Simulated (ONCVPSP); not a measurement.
Ranking ONCV potentials for calcium (Ca)

All share these settings but for the change named:

- Element: Ca (Z = 20)
- Generator: ONCVPSP 4.0.1
- Type: optimised norm-conserving Vanderbilt (ONCV)
- Functional: PBE
- Relativity: scalar-relativistic
- Frozen core: [Ne]
- Valence charge: 10
- Reference configuration: 3s2 3p6 4s2
- Partial waves: 3s+4s: rc 2.25 bohr, ncon 4, nbas 8, qcut 7.1 1/bohr, 2 projectors; 3p: rc 1.20 bohr, ncon 4, nbas 7, qcut 6.6 1/bohr, 2 projectors, debl 3.3 Ha; d scattering state at 0.42 Ha: rc 2.25 bohr, ncon 4, nbas 7, qcut 3.8 1/bohr, 2 projectors, debl 2.3 Ha
- Local potential: polynomial inside 0.80 bohr (lpopt 2, dvloc0 2 Ha)
- Core correction: Teter function, fcfact 2, rcfact 1.1

In the d channel the program set the typed energies aside and used -0.072, 2.228 Ha.

Test errors are all-electron minus pseudo excitation energies from the reference, over 3s2 3p6 4s1; 3s2 3p6 4s0; 3s2 3p6 4s1.5; 3s2 3p6 4s0 4p1. None of these files shows a bound ghost.

The base gives 2.6 meV.

Of 6 variants that were run, those that failed, showed a ghost or another fault, or gave nearly equal values are left out.

A variant can come out equal or close to the base, since the largest error may sit in a test that the change hardly touches while other tests move.

(1) Rank these variants by their largest absolute test error, smallest first.
A. all radii but the core radius scaled by about 1.03 (s 2.32, p 1.24, d 2.32 bohr); local potential polynomial inside 0.82 bohr (lpopt 2, dvloc0 2 Ha)
B. all radii but the core radius scaled by about 1.12 (s 2.52, p 1.34, d 2.52 bohr); local potential polynomial inside 0.90 bohr (lpopt 2, dvloc0 2 Ha)
C. all radii but the core radius scaled by about 0.86 (s 1.94, p 1.02, d 1.94 bohr); local potential polynomial inside 0.68 bohr (lpopt 2, dvloc0 2 Ha)

Answers

(1) C (2.1 meV), A (2.8 meV), B (3.4 meV).
